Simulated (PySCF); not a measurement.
Gas-phase reaction: 2 GeH3 + GeCl3 + 3 Cl = 3 GeH2Cl2, at 1000 K and a standard pressure of 1 bar. Level: BLYP/def2-TZVP†.

Method: PySCF energies plus ideal-gas RRHO corrections (1 bar). † marks an energy on the PBE0/def2-TZVP geometry and frequencies. Open shells (unrestricted): GeH3 (multiplicity 2), GeCl3 (multiplicity 2), Cl (multiplicity 2, electronic degeneracy 6); the rest are closed-shell singlets. Spin-orbit splitting is ignored; it lowers the true energy and changes the entropy of Cl. Ge: all electrons, no relativistic terms. GeH3, GeCl3: computed as isolated molecules; such fragments, hydroxides, amides, oligomers or adducts are transient or little studied in the gas. The harmonic model lacks anharmonicity and excited electronic states, which grow with temperature; levels with a mode under 35 cm⁻¹ are left out.

| species | E (Ha) | H(1000 K) − E (kJ/mol) | S°(1000 K) (J/mol/K) |
|---|---|---|---|
| GeH3 | -2078.79512 | 103.0 | 295.0 |
| GeCl3 | -3457.80049 | 84.0 | 432.8 |
| Cl | -460.15035 | 20.8 | 193.4 |
| GeH2Cl2 | -2998.75693 | 123.5 | 401.0 |
E: electronic energy; H − E holds the zero-point and thermal terms. 1 Ha = 2625.5 kJ/mol.

Problem. Work out ΔH°, ΔS°, ΔG° and log10 K from these numbers.

Solution. 1. ΔE = 3×(-2998.75693) − 2×(-2078.79512) − 1×(-3457.80049) − 3×(-460.15035) = -0.42901 Ha = -1126.4 kJ.
2. Δ(H − E) = 3×(123.5) − 2×(103.0) − 1×(84.0) − 3×(20.8) = 18.1 kJ, so ΔH° = -1108.3 kJ.
3. ΔS° = 3×(401.0) − 2×(295.0) − 1×(432.8) − 3×(193.4) = -400.0 J/K; the number of gas molecules changes by -3.
4. ΔG° = ΔH° − TΔS° = -1108.3 − 1000×(-400.0)/1000 = -708.3 kJ.
5. log10 K = −ΔG°/(RT ln 10) = 37.01, with RT ln 10 = 19.14 kJ/mol; at standard pressures the products are favoured.
6. A shift of 10 kJ in ΔE would move log10 K by 0.52 here.
For scale, ΔH°(298 K) is -1109 kJ at this level, -1217 kJ at ωB97M-V/def2-TZVP†, and runs from -1367 to -862 kJ over the 19 levels computed.
